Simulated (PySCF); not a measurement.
## Identify the compound

The spectra below were simulated for a compound C$_{5}$H$_{10}$N$_{2}$.

¹H NMR (400 MHz, computed): δ 6.39 (q, 1H), 6.21 (t, 1H), 2.06 (d, 3H), 2.00 (m, 2H), 1.05 (t, 3H).

¹³C{¹H} NMR (computed): δ 134.4 (CH), 127.6 (CH), 24.4 (CH2), 24.1 (CH3), 13.2 (CH3).

Theory: geometry from GFN2-xTB, shielding tensors at PBE0/pcSseg-1 (GIAO), in PySCF 2.14.0 with density-fitted response routines (isolated molecule, rapidly exchanging positions averaged, one conformer, no relativistic terms).

Shifts are taken against calculated references (same method and geometry level): ¹H and ¹³C against TMS.

**Question.** Propose a structure and justify it.

**Answer.** 
- Rings plus π bonds: 2 (no ring in the answer).
- 5 carbon signals for 5 carbons: no two carbons are equivalent.
- Carbon types of the structure: 2 × CH, 1 × CH2, 2 × CH3, which accounts for all hydrogens.
- δC 134.4, 127.6: C=N carbon.
- δC 24.4: sp3 CH2; a saturated carbon with 2 carbon neighbours and no heteroatom attached.
- δC 24.1, 13.2: methyl carbon; a saturated carbon with 1 carbon neighbour and no heteroatom attached.
- δH 6.39, 6.21: hydrogen on a C=N carbon.
- δH 2.06, 1.05: hydrogen on a methyl carbon.
- δH 2.00: hydrogen on an sp3 CH2.

These data were computed for `CC/C=N\N=C\C`.

The data come from this structure; uniqueness wasn't tested.

Shifts are as computed. Against solution values, carbons near 30 ppm lie about +3 ppm off and those near 130 ppm about +5 ppm. Of 1211 compounds with measured shifts, 218 miss one by over three times the rms of a fit or turn the order of signals round; such compounds aren't used in these exercises. No couplings were computed; multiplicities are counted from neighbouring protons, with m where these are inequivalent, close in shift, in a saturated or five-membered ring or joined by F or P, and br s for small geminal =CH2 splittings.
